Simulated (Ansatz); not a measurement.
```yaml
crystal:
  periodic: [false, false, false]
  atoms:
    - {symbol: N, position_ang: [2.689338, -0.416070, -0.144813]}
    - {symbol: C, position_ang: [1.651051, 0.061984, -0.277310]}
    - {symbol: C, position_ang: [0.327894, 0.622170, -0.417314]}
    - {symbol: Si, position_ang: [-0.988878, -0.467437, 0.414101]}
    - {symbol: H, position_ang: [0.086328, 0.730778, -1.478460]}
    - {symbol: H, position_ang: [0.303102, 1.619858, 0.030104]}
    - {symbol: H, position_ang: [-2.305470, 0.189493, 0.215803]}
    - {symbol: H, position_ang: [-0.986778, -1.806847, -0.220019]}
    - {symbol: H, position_ang: [-0.688088, -0.580127, 1.860808]}
basis:
  gaussian: {orbitals: cc-pVDZ}
magnetization: {spin_polarized: true, initial_magnetization: 1}
hamiltonian: {xc: {name: B3LYP}, pseudopotentials: {relativity: scalar}}
output: {forces: true}
```

```sh
$ ansatz run in.yaml --threads 2 --pin off --events-out ev --progress --plain --max-ram 4352MiB
```

Output, abridged:

```
Error: a molecule whose nuclei and cores have a total charge of 38 cannot have a net charge of 0 together with 1 unpaired electrons
```

(1) What is wrong with this run?

## Answers

(1) The number of unpaired electrons doesn't fit the electron count. The input was rejected before any iteration.

B3LYP here is the variant with VWN-RPA as its local correlation; programs differ in this.
